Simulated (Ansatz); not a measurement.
Spectroscopic constants of SiNi, closed-shell singlet (the spin of the measured ground state). No spin–orbit coupling. Ni is treated without relativity. The T1 diagnostic near the minimum is 0.067, so single-reference values are doubtful.

D_e counts from the fitted minimum to each atom's lowest state at the same level, without counterpoise. The singlet is restricted.

Correlated levels freeze the inner cores; with def2 sets outer-core shells near the valence are correlated too. CBS: X⁻³ extrapolation of the correlation energy, Hartree–Fock from the larger set.

The values were computed with Ansatz (a quantum-chemistry and plane-wave program) with Gaussian orbitals. Values without a source in brackets are computed.

Q: Predict the bond energy D_e from CCSD(T)/def2-TZVPP.

A: 65.3 kcal/mol

Q: What bond energy D_e does PBE0/def2-TZVPP give?

A: 48.2 kcal/mol

Q: Estimate the bond energy D_e that CCSD(T)/CBS(def2-TZVPP, def2-QZVPP) returns for this input.

A: 73.7 kcal/mol

Doubts at one or more of the structures used: T1 above 0.05 (CCSD(T)/def2-TZVPP, CCSD(T)/CBS(def2-TZVPP, def2-QZVPP)); a restricted determinant that unrestricted orbitals would lower (CCSD(T)/def2-TZVPP, CCSD(T)/CBS(def2-TZVPP, def2-QZVPP)).
